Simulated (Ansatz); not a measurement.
BaCl, SMILES [Cl][Ba+], charge +1.

The structure is a stationary point at B3LYP-D3(BJ)/def2-TZVPD. The spin state was assumed, not searched. The def2 effective core potentials stand for the cores of Ba; spin–orbit coupling is left out.

Two levels are set side by side: PBE/def2-TZVPD (Ansatz, a quantum-chemistry and plane-wave program) and CAM-B3LYP/def2-TZVPD (Ansatz). Energy differences of separate SCF runs at the same geometry; the states with an electron removed or added have multiplicity 2 and 2. Differences are taken from unrounded values.

| quantity | CAM-B3LYP | PBE | PBE minus CAM-B3LYP |
|---|---|---|---|
| vertical ionisation energy (eV) | 14.84 | 14.98 | 0.14 |
| vertical electron affinity (eV) | 4.99 | 4.98 | -0.01 |
| vertical singlet–triplet gap (eV) | 5.35 | 5.42 | 0.07 |

On these quantities the two levels nearly agree.
